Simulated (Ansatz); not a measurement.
Relaxed structures of Si2H3F2 (charge +1), closed shell (PBE0-D4/def2-TZVP; forces vanish, vibrations not checked; lower isomers may exist, and structures with a doubtful reference or unclear bonds are left out; Å). Ansatz 0.2.0; basis: def2-TZVPP; cores frozen in the correlated methods.

Q: Rank them by CCSD(T) energy, lowest first, and give each one's height above the lowest. Links in brackets join atoms within 1.22 times the sum of their covalent radii (1.1 for two metals). (To be estimated.)
A.
Si₂H₃F₂ ([F][SiH]1[F][SiH2]1), total charge +1
```
7
angstrom
F 0.5878 -2.3519 0.1154
Si 0.7834 -0.8348 0.3951
F 0.9263 -0.0274 -1.1898
Si -0.6854 0.6026 -0.5093
H 1.9874 -0.5223 1.1729
H -0.5146 2.0548 -0.3426
H -1.7259 0.1008 -1.4207
```
B.
Si₂H₃F₂ ([F][Si]([F])[SiH3]), total charge +1
```
7
angstrom
F 0.4817 -1.7718 1.3385
Si 0.4239 -0.8803 0.0792
F 1.3910 -1.3737 -1.0192
Si -0.9830 1.0290 -0.1803
H -1.6101 1.1217 1.1510
H 0.0251 2.0521 -0.5253
H -1.8372 0.5651 -1.2933
```
C.
Si₂H₃F₂ ([F][SiH]([F])[SiH2]), total charge +1
```
7
angstrom
F -0.2952 -1.5967 1.2678
Si 0.7091 -0.7181 0.4476
F 1.2094 -1.4339 -0.8526
Si -0.7901 0.9412 -0.4880
H 1.7876 -0.1442 1.2571
H -0.6843 2.4052 -0.2944
H -1.9365 0.5464 -1.3375
```

A: Computed: B (0.000 eV), C (0.515 eV), A (0.648 eV). Heights count from the lowest.

No T1 diagnostic of these runs exceeds 0.015.

For scale, one of the runs: CCSD(T)/def2-TZVPP, 188 basis functions, launched by `ansatz run in.yaml --threads 2 --pin off --events-out ev --progress --plain --max-ram 4352MiB`. Time: 59 s of wall clock on 2 CPU threads of an Arm Neoverse V1; the host was shared. Peak host memory: 1.9 GiB.
